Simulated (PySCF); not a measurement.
The Mo–O bond energy of MoO₃

All numbers come from PySCF, PBE, basis Mo def2-TZVP with ECP28, O def2-TZVP (scalar-relativistic core potentials, no spin–orbit coupling, density fitting).

Each entry is the lowest minimum that a search over a few typed start shapes (and spin states, where more than one is plausible) found, or that minimum re-optimised at the stated level; isomers with ligand–ligand bonds, or fragments after loss of a ligand pair, can lie lower.

Total energies (Eh), which compare only within these settings: O atom -75.00969.

```json
{"species": "MoO₂", "2S+1": "3", "group": "C2v", "E (Eh)": "-218.63329", "ZPE (kJ/mol)": "13.4"}
{"species": "MoO₃", "2S+1": "1", "group": "C3v", "E (Eh)": "-293.88854", "ZPE (kJ/mol)": "22.7"}
```

What are De and D0 for MoO₃ → MoO₂ + O?

De = [(-218.63329) + (-75.00969) − (-293.88854)] × 2625.5 = 645 kJ/mol. The zero-point energy changes by -9.3 kJ/mol, so D0 = 635 kJ/mol.

Atoms and open shells are unrestricted, without spin–orbit or basis-set superposition corrections.

One determinant describes each species, so states of open d or f shells may be missed.
